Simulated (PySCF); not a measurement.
## Ionisation energy of Cr⁺ by level of theory

Cr⁺ [Ar] 3d5 (6S) → Cr²⁺ [Ar] 3d4 (5D), as a difference of total energies. Calculation: PySCF 2.14, in aug-cc-pVTZ (8s7p5d3f2g, 93 functions); the non-relativistic Hamiltonian (point nucleus). Correlated levels: valence: [Ar] frozen. The calculations carry no spin-orbit coupling.

Task: Order these methods by the ionisation energy they give, lowest first.
A. MP2 (valence)
B. LC-wPBE
C. revPBE
D. PBE0

Result: A (16.115 eV), D (16.920 eV), B (16.972 eV), C (17.157 eV).

A first-order spin-orbit estimate (lowest level to lowest level, LS coupling) adds -0.047 eV.

These non-relativistic numbers lack the scalar-relativistic shift.

Errors of the correlated levels include the incompleteness of this basis and the frozen core.

For comparison: 16.486 eV (measured; NIST Atomic Spectra Database, ionization energies).
